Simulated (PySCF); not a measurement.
**UHF on Al (aluminium, neutral)**

Configuration: [Ne] 3s2 4s1, 2S determinant (an excited configuration). All numbers are calculated (PySCF 2.14, scalar relativity by spin-free X2C-1e, in aug-cc-pVTZ-DK (6s5p3d2f, 50 functions)).

- Total energy: -242.202984 hartree
- One-electron energy: -335.4963 hartree
- Hartree (Coulomb) energy: 111.3120 hartree
- Exchange energy: -18.0187 hartree
- ⟨S²⟩: 0.7502
- ⟨L²⟩: 0.000
- Sum of ⟨r⟩: 17.01 bohr
- Sum of ⟨r²⟩: 71.88 bohr²
- Langevin diamagnetic susceptibility: -56.9 ×10⁻⁶ cm³/mol

```tsv
shell	electrons	mean orbital energy (eV)	rms radius, mean of both spins (bohr)
1s α	1	-1599.1	0.139
1s β	1	-1599.1	0.139
2s α	1	-138.05	0.675
2s β	1	-137.97	0.675
2p α	3	-91.352	0.674
2p β	3	-91.324	0.674
3s α	1	-13.721	2.61
3s β	1	-13.477	2.61
4s α	1	-2.555	7.39
```

The outer electron is Rydberg-like, and this basis confines it to a smaller radius and binds it less than a complete one would.

Densities and radii are taken from the X2C orbitals without a picture-change correction, which distorts them close to the nucleus.
